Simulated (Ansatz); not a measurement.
`NB[SiH2]Cl` + `BN/C(C)=C\F` → `BN[SiH2]Cl` + `C/C(BN)=C\F`  (redistribution)

Computed with Ansatz on PBE0-D4/def2-TZVP structures; ΔE is electronic, products minus reactants. CBS: MP2 limit from def2 TZ/QZ plus the TZ coupled-cluster correction, frozen cores. Double bonds are as drawn, so ΔE can hold a change between cis and trans. DFT in def2-TZVPP. Each species was taken in one conformer, which may not be the lowest.

| species | ωB97X-V energy (Eh) |
| --- | --- |
| `NB[SiH2]Cl` | -832.30238 |
| `BN/C(C)=C\F` | -298.01199 |
| `BN[SiH2]Cl` | -832.32657 |
| `C/C(BN)=C\F` | -298.03738 |

(1) Work out ΔE.

Largest T1 diagnostic among the species: 0.013.

## Answers

(1) ΔE = (-832.32657) + (-298.03738) − (-832.30238) − (-298.01199) = -0.04958 Eh = -31.1 kcal/mol. CCSD(T)/CBS gives -32.5 kcal/mol.

From PBE to PBE0 (25 % exact exchange), in def2-TZVPP and without D4, ΔE moves by −1.9 kcal/mol.
